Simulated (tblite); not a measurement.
A tight-binding relaxation on `C#C/C=C/O[SiH2][C@H]([SiH3])Cl`.

Computed with GFN2-xTB geometry optimisation, gas phase (tblite 0.8.0). Start geometry: from a force field or distance geometry. A driver script takes a list of jobs; this job's settings line and coordinates (Å) are shown.

Command:
```bash
OMP_NUM_THREADS=1 python probes_run.py task.json out
```

Input:
```
{"job": {"kind": "relax", "xc": "GFN2-xTB", "basis": "xTB"}, "charge": 0, "multiplicity": 1}
C      5.070800    -0.655400     0.831600
C      3.988000    -0.115200     0.597400
C      2.723800     0.517600     0.348700
C      1.686500    -0.254400     0.158500
O      0.388200     0.194500    -0.086600
Si    -0.912000    -0.917600     0.312700
C     -2.312700    -0.848500    -0.884700
Si    -3.337900     0.705400    -0.608400
Cl    -3.361000    -2.258500    -0.524400
H      5.990700    -1.122800     1.016500
H      2.613900     1.596300     0.298200
H      1.808100    -1.344300     0.219400
H     -1.283100    -0.784200     1.723800
H     -0.288500    -2.269000     0.179600
H     -1.918500    -0.905800    -1.907600
H     -3.251200     1.179600     0.780100
H     -4.733900     0.332200    -0.876600
H     -2.880100     1.691600    -1.589700
```

Output:
```
step      E/eV     max force
  0    -742.71281    3.327
  1    -742.72839    7.582
  2    -742.97139    2.153
  3    -743.03257    1.539
  4    -743.07146    0.387
  5    -743.10694    0.499
  6    -743.13089    0.485
  7    -743.14584    0.297
  8    -743.15494    0.209
  9    -743.16171    0.200
... (147 lines left out)
157    -743.41578    0.021
158    -743.41586    0.018
159    -743.41593    0.014
160    -743.41598    0.019
161    -743.41602    0.017
162    -743.41606    0.012
163    -743.41608    0.017
164    -743.41610    0.010
165    -743.41612    0.012
166    -743.41613    0.009
```

«max force» is the largest atomic force in eV/Å.

Question: From which step on does the largest force stay under 0.1 eV/Å, and how much energy is left to gain from there?

Answer: From step 72 (0.064 eV/Å), 21.7 meV above the end.

In short: energy lowered by 16.2 kcal/mol over 166 steps; largest atomic force 0.009 eV/Å at the end.

On an Intel Xeon at 2.50 GHz with one thread, no GPU, shared host, this took 5.5 s.
Labels such as C1 count atoms from 1, the log's own numbers from 0.
